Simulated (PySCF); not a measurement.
Cl2Pb, triplet, at a GFN2-xTB geometry (such geometries of metal compounds can be far from the true shape) (the spin is typed, not shown lowest) (core potentials on Pb), atoms displaced at random by about 0.03 Å a coordinate; PySCF with PBE/def2-SVP, gradient.

PySCF was given this input:
```python
from pyscf import gto, scf, dft

mol = gto.M(
    atom='''
Pb    0.08561778   -0.02159218    0.72551589
Cl    0.77593368    1.15237358   -1.68661514
Cl   -0.96099419   -0.83101528   -1.67923805
''',
    basis='def2-svp',
    ecp={'Pb': 'def2-svp'},
    spin=2,
    verbose=4,
)

mf = dft.UKS(mol)
mf.xc = 'pbe'
mf.kernel()
g = mf.nuc_grad_method()
grad = g.kernel()
```

Problem. What does PySCF print? Leave out banner, timings and long lists.

Solution. 
```
PySCF version 2.14.0

[INPUT] verbose = 4
[INPUT] num. atoms = 3
[INPUT] num. electrons = 56
[INPUT] charge = 0
[INPUT] spin (= nelec alpha-beta = 2S) = 2
[INPUT] symmetry False subgroup None
[INPUT] Mole.unit = angstrom
[INPUT] Symbol           X                Y                Z      unit          X                Y                Z       unit  Magmom
[INPUT]  1 Pb     0.085617780000  -0.021592180000   0.725515890000 AA    0.161794155593  -0.040803306632   1.371026331120 Bohr   0.0
[INPUT]  2 Cl     0.775933680000   1.152373580000  -1.686615140000 AA    1.466302146026   2.177670459385  -3.187240692145 Bohr   0.0
[INPUT]  3 Cl    -0.960994190000  -0.831015280000  -1.679238050000 AA   -1.816015826398  -1.570391284529  -3.173300012449 Bohr   0.0

nuclear repulsion = 201.561594632956
number of shells = 26
number of NR pGTOs = 133
number of NR cGTOs = 62
basis = def2-svp
ecp = {'Pb': 'def2-svp'}

******** <class 'pyscf.dft.uks.UKS'> ********
method = UKS
initial guess = minao
damping factor = 0
level_shift factor = 0
DIIS = <class 'pyscf.scf.diis.CDIIS'>
diis_start_cycle = 1
diis_space = 8
diis_damp = 0
SCF conv_tol = 1e-09
SCF conv_tol_grad = None
SCF max_cycles = 50
direct_scf = True
direct_scf_tol = 1e-13
number electrons alpha = 29  beta = 27
XC library pyscf.dft.libxc version 7.1.2
    S. Lehtola, C. Steigemann, M. J. T. Oliveira, and M. A. L. Marques,  SoftwareX 7, 1–5 (2018)
XC functionals = pbe
    J. P. Perdew, K. Burke, and M. Ernzerhof,  Phys. Rev. Lett. 77, 3865 (1996)
    J. P. Perdew, K. Burke, and M. Ernzerhof,  Phys. Rev. Lett. 78, 1396 (1997)
    J. P. Perdew, K. Burke, and M. Ernzerhof,  Phys. Rev. Lett. 77, 3865 (1996)
    J. P. Perdew, K. Burke, and M. Ernzerhof,  Phys. Rev. Lett. 78, 1396 (1997)
radial grids:
    Treutler-Ahlrichs [JCP 102, 346 (1995); DOI:10.1063/1.469408] (M4) radial grids

becke partition: Becke, JCP 88, 2547 (1988); DOI:10.1063/1.454033
pruning grids: <function nwchem_prune>
grids dens level: 3
symmetrized grids: False
atomic radii adjust function: <function treutler_atomic_radii_adjust>
small_rho_cutoff = 0
Set gradient conv threshold to 3.16228e-05
tot grids = 60992
init E= -1089.01175949545

cycle= 1 E= -1109.01644978291  delta_E=  -20  |g|= 1.99  |ddm|= 9.69
cycle= 2 E= -1049.00139214627  delta_E=   60  |g|= 6.92  |ddm|=   15

cycle= 3 E= -1111.43616505419  delta_E= -62.4  |g|= 1.08  |ddm|= 13.9

cycle= 4 E= -1112.46686104087  delta_E= -1.03  |g|= 0.501  |ddm|= 2.33

cycle= 5 E= -1112.4421326819  delta_E= 0.0247  |g|= 0.505  |ddm|= 1.25

cycle= 6 E= -1112.63446080674  delta_E= -0.192  |g|= 0.125  |ddm|= 0.814

cycle= 7 E= -1112.64553071305  delta_E= -0.0111  |g|= 0.0234  |ddm|= 0.214

cycle= 8 E= -1112.64579876096  delta_E= -0.000268  |g|= 0.00912  |ddm|= 0.0453

cycle= 9 E= -1112.64585225458  delta_E= -5.35e-05  |g|= 0.0019  |ddm|= 0.0108

cycle= 10 E= -1112.64585521333  delta_E= -2.96e-06  |g|= 0.000518  |ddm|= 0.00378

cycle= 11 E= -1112.64585544481  delta_E= -2.31e-07  |g|= 4.79e-05  |ddm|= 0.000814

cycle= 12 E= -1112.64585544607  delta_E= -1.26e-09  |g|= 1.89e-05  |ddm|= 7.93e-05

cycle= 13 E= -1112.64585544629  delta_E= -2.25e-10  |g|= 3.77e-06  |ddm|= 2.53e-05

Extra cycle  E= -1112.64585544625  delta_E= 3.64e-11  |g|= 8.21e-06  |ddm|= 1.74e-05
converged SCF energy = -1112.64585544625  <S^2> = 2.0022343  2S+1 = 3.0014892

******** <class 'pyscf.grad.uks.Gradients'> for <class 'pyscf.dft.uks.UKS'> ********
unit = Eh/Bohr
grid_response = False
--------------- UKS gradients ---------------
         x                y                z
0 Pb     0.0000897302    -0.0012207367     0.0082236359
1 Cl    -0.0018972834    -0.0016057542    -0.0048472378
2 Cl     0.0019697548     0.0028254902    -0.0032975688
----------------------------------------------
```
